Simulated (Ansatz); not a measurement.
Reaction (ligand exchange at the Si–C bond): `[SiH3]C1[SiH2][Te]1` + `N=CF` → `F/C=N/[SiH3]` + `C1[SiH2][Te]1`

Isolated molecules relaxed with PBE0-D4/def2-TZVP in Ansatz; ΔE leaves out vibrations. CBS: MP2 limit from def2 TZ/QZ plus the TZ coupled-cluster correction, frozen cores. This one scheme is used for every species. Functionals use def2-TZVPP. B3LYP here is the variant with VWN-RPA as its local correlation; programs differ in this. def2 core potentials past Kr. For Te outer-core shells are correlated without core-valence functions, which leaves a few kJ/mol of doubt a bond. One conformer a species, not always the lowest.

| level | ΔE (kJ/mol) |
| --- | --- |
| ωB97M-V | -30.9 |
| r2SCAN | -34.3 |
| B3LYP | -42.1 |
| HF/def2-TZVPP | -46.3 |
| MP2/def2-TZVPP | -27.5 |
| CCSD(T)/def2-TZVPP | -27.8 |
| HF/def2-QZVPP | -46.6 |
| CCSD/CBS(def2) | -28.3 |

Q: What does CCSD(T)/CBS give? (Best estimate.)

A: Computed: -26.0 kJ/mol. The listed levels differ from it by -4.9, -8.3, -16.1, -20.3, -1.5, -1.8, -20.6, -2.3 kJ/mol.

Largest T1 diagnostic among the species: 0.014.

The D4 term adds +9.0 kJ/mol with B3LYP and +4.9 kJ/mol with PBE0; it sums over pairs of atoms, weighted by their polarisabilities, and B3LYP, whose exchange is more repulsive, gets the larger term. In def2-TZVPP, CCSD(T) changes the Hartree–Fock value by +18.5 kJ/mol (the triples alone add +2.3 kJ/mol) and MP2 by +18.8 kJ/mol.
